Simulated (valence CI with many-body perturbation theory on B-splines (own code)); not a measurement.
**Questions on Nb34+**

Method: valence CI with perturbative core correlation (CI+MBPT): five valence electrons over a frozen Dirac-Fock core [He], radial functions for each j: 11 s, 11 p, 10 d, 8 f, 5 g, 2 h, with the one-electron correlation potential Σ1, the two-electron term Σ2, the three-electron term Σ3, Breit, model QED; selected CI, second order for the rest, scaled by the run's own slope (own B-spline code, finite nucleus).

The last digits are not significant, and no measured levels were compared; by estimate large intervals hold to a few tenths of a per cent, small ones and those within an open d or f shell to about a per cent. Among the levels kept, up to 10000 cm⁻¹ of a level comes from second order outside the variational space, and about a tenth of that is noise between levels of different J, which matters for small intervals.

Levels are named by their leading jj configuration (3d3/2^4 stands for four electrons in 3d with j = 3/2), which in mixed levels can hold well under half, so a name can repeat and another be missing.

Rates and lifetimes use the calculated energies. Strong lines usually hold to 10 to 20 %, long lifetimes can be off by a factor of two.

**Question.** What is the ground level?

**Answer.** (2s^2 2p1/2^2 2p3/2) J=3/2, composition 41 % 2s²2p³ ²P° + 37 % 2s²2p³ ⁴S° + 22 % 2s²2p³ ²D°, g = 1.453.

**Question.** Name the longest-lived excited levels whose lifetime is computed, and their main decay.

**Answer.** (2s^2 2p1/2 2p3/2^2) J=5/2 at 7.60 Ry lives 723 ns, mostly by M1 to (2s^2 2p1/2^2 2p3/2) J=3/2; (2s^2 2p1/2 2p3/2^2) J=1/2 at 9.09 Ry lives 138 ns, mostly by M1 to (2s^2 2p1/2^2 2p3/2) J=3/2; (2s^2 2p1/2 2p3/2^2) J=3/2 at 6.47 Ry lives 132 ns, mostly by M1 to (2s^2 2p1/2^2 2p3/2) J=3/2.

**Question.** How well does LS coupling describe the low levels?

**Answer.** Among the lowest 20 levels the leading LS term, summed over configurations, holds 65 % on average. For single configurations the figures are 65 % in LS and 95 % in jj coupling. Terms mix most in the J = 3/2 level at 190.81 Ry, where the leading one holds 28 %.

**Question.** Among levels below 227.46 Ry, which E1 lines absorb most strongly from the ground level?

**Answer.** to (2s^2 2p1/2^2 3d5/2) J=5/2 at 0.4665 nm, f = 0.410; to (2s^2 2p1/2 2p3/2 3d3/2) J=3/2 at 0.4495 nm, f = 0.384; to (2s^2 2p1/2 2p3/2 3d3/2) J=5/2 at 0.4498 nm, f = 0.339.

**Question.** Where does the other parity begin?

**Answer.** At (2s 2p1/2^2 2p3/2^2) J=5/2, 17.46 Ry.

**Question.** What is the ionisation energy?

**Answer.** 4542.5 eV; NIST lists 4540 ± 30 eV (semi-empirical).
